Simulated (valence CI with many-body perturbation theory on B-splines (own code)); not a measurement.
The numbers below are computed, except where a source is named.
## Energy levels of Hf40+

Level of theory: configuration interaction combined with many-body perturbation theory (CI+MBPT): four valence electrons over a frozen Dirac-Fock core [Ar] 3d10, a basis of 11 s, 11 p, 9 d, 7 f, 5 g, 2 h, 1 i functions for each j, with the one-electron correlation potential Σ1, the two-electron term Σ2, the three-electron term Σ3, Breit, model QED; selected CI, second order for the rest (own B-spline code, finite nucleus).

The last digits are not significant, and no measured levels were compared; by estimate large intervals hold to a few tenths of a per cent, small ones and those within an open d or f shell to about a per cent.

Levels 46 to 68 of 68, with energies above the lowest level, (4s^2 4p1/2^2) J=0. "Leading %" is the weight of the configuration and term that name the level; weights of strongly mixed levels are sums over their largest components and can fall short. In the jj column 3d3/2^4 stands for four electrons in 3d with j = 3/2.

```
No.  Configuration  Term  J  E (eV)  Leading %  Second component      g                   Leading jj
 46        4s²4p4f    ³F  2  412.53         23   14 % 4s4p²4d ³F  0.985      4s^2 4p1/2 4f5/2 (48 %)
 47        4s4p²4d    ³G  5  413.29         53   46 % 4s4p²4d ⁵F  1.288  4s 4p1/2 4p3/2 4d5/2 (97 %)
 48        4s4p²4d    ³P  2  414.23         34   15 % 4s4p²4d ³F  1.310  4s 4p1/2 4p3/2 4d5/2 (77 %)
 49        4s²4p4f    ³D  3  414.65         25   19 % 4s²4p4f ³F  1.268      4s^2 4p1/2 4f7/2 (54 %)
 50        4s²4p4f    ³G  4  416.89         30   21 % 4s²4p4f ³F  1.143      4s^2 4p1/2 4f7/2 (68 %)
 51        4s4p²4d    ³D  1  417.49         43   29 % 4s4p²4d ³P  1.106  4s 4p1/2 4p3/2 4d5/2 (59 %)
 52        4s4p²4d    ³D  3  421.01         33   25 % 4s4p²4d ³F  1.252  4s 4p1/2 4p3/2 4d5/2 (83 %)
 53        4s²4p4f    ³G  3  422.41         37   17 % 4s4p²4d ³G  0.894      4s^2 4p1/2 4f5/2 (50 %)
 54        4s4p²4d    ³D  1  423.37         28   24 % 4s4p²4d ³P  1.085  4s 4p1/2 4p3/2 4d3/2 (74 %)
 55        4s4p²4d    ¹D  2  423.62         30       12 % 4p⁴ ³P  1.210  4s 4p1/2 4p3/2 4d5/2 (73 %)
 56        4s4p²4d    ³P  0  425.94         81    7 % 4s4p²4d ¹S         4s 4p1/2 4p3/2 4d3/2 (79 %)
 57        4s4p²4d    ³D  3  426.49         50   28 % 4s4p²4d ³F  1.223  4s 4p1/2 4p3/2 4d5/2 (77 %)
 58        4s4p²4d    ¹G  4  427.28         53   23 % 4s4p²4d ³F  1.119  4s 4p1/2 4p3/2 4d5/2 (84 %)
 59        4s4p²4d    ³F  2  432.52         19   11 % 4s²4p4f ³F  1.001  4s 4p1/2 4p3/2 4d3/2 (57 %)
 60        4s4p²4d    ³D  1  433.17         57   17 % 4s4p²4d ¹P  0.769  4s 4p1/2 4p3/2 4d5/2 (92 %)
 61        4s4p²4d    ³G  4  436.24         33   29 % 4s4p²4d ³F  1.131  4s 4p1/2 4p3/2 4d5/2 (64 %)
 62        4s4p²4d    ³D  3  436.41         20   17 % 4s4p²4d ³F  1.138  4s 4p1/2 4p3/2 4d5/2 (68 %)
 63        4s4p²4d    ³P  1  439.13         36   29 % 4s4p²4d ³S  1.388  4s 4p1/2 4p3/2 4d5/2 (94 %)
 64        4s4p²4d    ³D  2  440.13         47   20 % 4s4p²4d ¹D  1.164  4s 4p1/2 4p3/2 4d5/2 (90 %)
 65        4s4p²4d    ¹S  0  440.42         43   42 % 4s4p²4d ³P         4s 4p1/2 4p3/2 4d5/2 (78 %)
 66        4s4p²4d    ¹F  3  443.17         31   22 % 4s4p²4d ³F  1.096  4s 4p1/2 4p3/2 4d5/2 (76 %)
 67        4s4p²4d    ³P  2  444.90         28   23 % 4s4p²4d ³F  1.092  4s 4p1/2 4p3/2 4d5/2 (77 %)
 68            4p⁴    ¹D  2  452.91         49       13 % 4p⁴ ³P  1.092         4p1/2 4p3/2^3 (61 %)
```

Where two levels of one J and parity lie close, their mixing, g and order are uncertain.
